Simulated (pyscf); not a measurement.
[HO–Nb(OH)(Cl)–Cl]•, doublet

Gas-phase minimum from PySCF at ωB97X-D3(BJ)/def2-SVP, one conformer. Other isomers of [HO–Nb(OH)(Cl)–Cl]• were not searched in full and may lie lower. 

SMILES: [OH][Nb]([OH])([Cl])[Cl]
```xyz
7

O     -2.3019    -1.6457    -0.9036
Nb    -0.5479    -1.2183    -0.4143
O      0.8055    -1.5361    -1.6658
Cl    -0.4650     1.0048     0.2381
Cl    -0.0212    -2.3222     1.5552
H     -3.1389    -1.5711    -0.4265
H      1.7605    -1.3936    -1.6230
```
Charge 0, spin multiplicity 2.

Bonded distances (Å): O1–Nb2 1.870, O1–H6 0.966, Nb2–O3 1.871, Nb2–Cl4 2.318, Nb2–Cl5 2.318, O3–H7 0.967. Bond angles (°): Nb2–O1–H6 131.7, O1–Nb2–O3 117.7, O1–Nb2–Cl4 109.0, O1–Nb2–Cl5 109.1, O3–Nb2–Cl4 109.0, O3–Nb2–Cl5 108.9, Cl4–Nb2–Cl5 102.1, Nb2–O3–H7 131.3.

Properties at ωB97X-D3(BJ)/def2-SVP:

```
Item                                                                                                                                                                                            Result
---------------------------------------------------------------------------------------------------------------------  -------------------------------------------------------------------------------
Harmonic wavenumbers, unscaled                                                                                         78, 100, 126, 143, 193, 334, 407, 417, 449, 471, 510, 746, 769, 3883, 3888 cm⁻¹
Zero-point energy                                                                                                                                                                        17.9 kcal/mol
Rotational symmetry number                                                                                                                                                                           2
Entropy of this conformer at 298 K and 1 atm, rigid rotor and harmonic oscillator, modes under 100 cm⁻¹ raised to 100                                                                  381.2 J/(mol K)
Dipole moment                                                                                                                                                                                   1.78 D
Spin expectation value S2                                                                                                                                                                        0.752
```

Single-point totals, which compare only within one level:

| level | total energy (hartree) |
|---|---|
| ωB97X-D3(BJ)/def2-TZVP | -1129.41063 |
| PBE/def2-TZVP | -1128.84720 |
| r²SCAN/def2-TZVP | -1129.25732 |
| B3LYP-D3(BJ)/def2-TZVP | -1129.41663 |
| PBE0-D3(BJ)/def2-TZVP | -1128.88324 |
| M06-2X/def2-TZVP | -1129.15272 |
| ωB97M-D3(BJ)/def2-TZVP | -1129.43764 |

Soft torsions are taken as harmonic, which can shift the entropy by several J/(mol K). Open-shell species with a d-block atom are single-reference here; other states, and whether the spin sits on metal or ligand, were not checked. Elements past Kr carry the def2 core potentials, without spin-orbit coupling.
